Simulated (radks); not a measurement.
Results of a calculation; reference values are marked as such.
Spherical quantum dot in the effective-mass picture: electrons in a parabolic well V = omega^2 r^2 / 2 with omega = 0.181, all in effective atomic units (hartree* = m*/eps^2 hartree, bohr* = eps/m* bohr), one dielectric constant everywhere. Level of theory: non-relativistic Kohn-Sham, LDA (Slater exchange, Perdew-Wang correlation), spin-polarised, spherical densities (a radial shooting solver with Libxc functionals). Levels are named by radial order and angular momentum (1s, 1p, 1d, 2s, ...), and open shells are averaged over m. Each electron was tried in the lowest free levels, single moves between levels near the top were tried too, and the lowest total energy was kept; such a search can miss a lower state. At N = 1 the Hartree and exchange-correlation terms need not cancel, so that row can carry a self-interaction error.

| N | open shells | 2S | E (hartree*) | mu = E(N) - E(N-1) (hartree*) | addition energy mu(N+1) - mu(N) (hartree*) | e(HOMO) (hartree*) | rms radius (bohr*) |
|---|---|---|---|---|---|---|---|
| 1 | 1s(up 1, down 0) | 1 | 0.278965 | 0.27896 | 0.2765 | 0.39537 | 2.921 |
| 2 | none | 0 | 0.834410 | 0.55545 | 0.3316 | 0.66195 | 3.306 |
| 3 | 1p(up 1, down 0) | 1 | 1.72149 | 0.88708 | 0.1780 | 0.97632 | 3.795 |
| 4 | 1p(up 2, down 0) | 2 | 2.78659 | 1.0651 | 0.1743 | 1.1532 | 4.115 |
| 5 | 1p(up 3, down 0) | 3 | 4.02603 | 1.2394 | 0.2027 | 1.3247 | 4.370 |
| 6 | 1p(up 3, down 1) | 2 | 5.46814 | 1.4421 | 0.1544 | 1.5196 | 4.604 |
| 7 | 1p(up 3, down 2) | 1 | 7.06464 | 1.5965 | 0.1520 | 1.6730 | 4.808 |
| 8 | none | 0 | 8.81312 | 1.7485 | 0.2366 | 1.8234 | 4.992 |
| 9 | 1d(up 1, down 0) | 1 | 10.7982 | 1.9850 | 0.1364 | 2.0536 | 5.197 |
| 10 | 1d(up 2, down 0) | 2 | 12.9196 | 2.1215 | 0.1343 | 2.1890 | 5.379 |
| 11 | 1d(up 3, down 0) | 3 | 15.1754 | 2.2557 | 0.1320 | 2.3221 | 5.544 |
| 12 | 1d(up 4, down 0) | 4 | 17.5631 | 2.3877 | 0.1297 | 2.4530 | 5.697 |
| 13 | 1d(up 5, down 0) | 5 | 20.0805 | 2.5174 | 0.1537 | 2.5816 | 5.839 |
| 14 | 1d(up 5, down 1) | 4 | 22.7516 | 2.6711 | 0.1222 | 2.7324 | 5.977 |
| 15 | 1d(up 5, down 2) | 3 | 25.5449 | 2.7932 | 0.1207 | 2.8539 | 6.107 |
| 16 | 1d(up 5, down 3) | 2 | 28.4589 | 2.9140 | 0.1192 | 2.9739 | 6.231 |
| 17 | 1d(up 5, down 4) | 1 | 31.4921 | 3.0332 | 0.1177 | 3.0924 | 6.348 |
| 18 | none | 0 | 34.6431 | 3.1510 | 0.1389 | 3.2093 | 6.461 |
| 19 | 2s(up 1, down 0) | 1 | 37.9329 | 3.2898 | 0.1316 | 3.3484 | 6.572 |
| 20 | none | 0 | 41.3543 | 3.4214 | 0.1410 | 3.4791 | 6.680 |
| 21 | 1f(up 1, down 0) | 1 | 44.9167 | 3.5624 | 0.1084 | 3.6168 | 6.789 |
| 22 | 1f(up 2, down 0) | 2 | 48.5875 | 3.6708 | 0.1074 | 3.7247 | 6.895 |
| 23 | 1f(up 3, down 0) | 3 | 52.3656 | 3.7782 | 0.1063 | 3.8315 | 6.996 |
| 24 | 1f(up 4, down 0) | 4 | 56.2501 | 3.8845 | 0.1053 | 3.9373 | 7.093 |
| 25 | 1f(up 5, down 0) | 5 | 60.2398 | 3.9897 | 0.1042 | 4.0420 | 7.188 |
| 26 | 1f(up 6, down 0) | 6 | 64.3338 | 4.0940 | - | 4.1457 | 7.279 |

All shells are closed at N = 2, 8, 18, 20 (there: 1s2 1p6 1d10 2s2); the second difference of the energy has clear peaks (12 % above both neighbours; the first and last values, which can be the largest, are not judged, and half-filled shells can peak too) at N = 2, 5, 8, 13.
